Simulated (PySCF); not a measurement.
## Correlation energy of Ar+ (argon, charge +1)

[Ne] 3s2 3p4 3d1, one real determinant (an excited configuration). Calculation: PySCF 2.14, in aug-cc-pV(5+d)Z (8s7p6d4f3g2h, 136 functions); the non-relativistic Hamiltonian (point nucleus). Frozen: [Ne]; 7 electrons correlated.

MP2 pair energies summed by pair of shells (mhartree):

| pair | energy | share (%) |
| --- | --- | --- |
| 3s-3p | -60.35 | 37.5 |
| 3p-3p | -59.06 | 36.7 |
| 3p-3d | -19.37 | 12.0 |
| 3s-3d | -11.60 | 7.2 |
| 3s-3s | -10.64 | 6.6 |

Total MP2 correlation energy: -161.02 mhartree.

Same-spin part -40.31 and opposite-spin part -120.70 mhartree; SCS-MP2 scales them by 1/3 and 6/5 to -158.28 mhartree.

The reference is one real determinant that mixes LS terms of this configuration.
